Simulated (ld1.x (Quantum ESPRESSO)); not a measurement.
## Sb, TM: configuration errors across variants

* Element: Sb (Z = 51)
* Generator: ld1.x (Quantum ESPRESSO) 7.5
* Type: norm-conserving Troullier–Martins (Kleinman–Bylander form)
* Functional: Wu–Cohen
* Relativity: scalar-relativistic
* Frozen core: [Kr] 4d10
* Valence charge: 5
* Reference configuration: 5s2 5p2.5 (charge +0.5)
* Partial waves: 5s (bound): rc 1.95 bohr; 5p (bound): rc 2.35 bohr
* Local potential: all-electron potential smoothed inside 1.60 bohr (lloc = -1)
* Core correction: none

All-electron excitation energies from the reference (eV): (1) 5s2 5p3 -3.275; (2) 5s2 5p2 5.078; (3) 5s2 5p1 21.116; (4) 5s1 5p0 89.966; (5) 5s1 5p3 13.857; (6) 5s2 5p0 45.592; (7) 5s0 5p5 13.241.

A true bound ghost makes a file unfit for plane-wave use even where its test errors are small: the radial tests pick states by their node count and pass the ghost by.

Errors AE − PS in meV (a dash: test not solved or not reliable):

```tsv
change	(1)	(2)	(3)	(4)	(5)	(6)	(7)	bound ghosts
base	+0.9	-1.5	-13	+45	+15	-60	+31	s, d
wave 5p (bound): rc 2.35 bohr becomes 5p (bound): rc 1.46 bohr	+2.1	+0.7	+8.8	+60	+90	+73	+321	p, s, d
wave 5p (bound): rc 2.35 bohr becomes 5p (bound): rc 1.76 bohr	+1.2	-1.0	-9.9	+36	+33	-49	+83	s, d
wave 5p (bound): rc 2.35 bohr becomes 5p (bound): rc 2.04 bohr	+0.9	-1.4	-13	+44	+15	-61	+32	s, d
wave 5p (bound): rc 2.35 bohr becomes 5p (bound): rc 2.58 bohr	+0.9	-1.5	-14	+28	+18	-69	+36	s, d
wave 5p (bound): rc 2.35 bohr becomes 5p (bound): rc 2.80 bohr	+1.0	-1.5	-16	-1.7	+23	-83	+47	s, d
wave 5p (bound): rc 2.35 bohr becomes 5p (bound): rc 3.08 bohr	+1.0	-1.6	-21	-65	+31	-116	+66	s, d
wave 5p (bound): rc 2.35 bohr becomes 5p (bound): rc 3.26 bohr	+1.0	-1.8	-27	-129	+39	-150	+81	s, d
wave 5p (bound): rc 2.35 bohr becomes 5p (bound): rc 3.54 bohr	+1.0	-2.1	-33	-203	+46	-191	+94	s, d
```

Q: Give the same row for: wave 5p (bound): rc 2.35 bohr becomes 5p (bound): rc 2.28 bohr.

A: +0.8, -1.5, -13, +47, +14, -59, +30; bound ghosts: s, d.
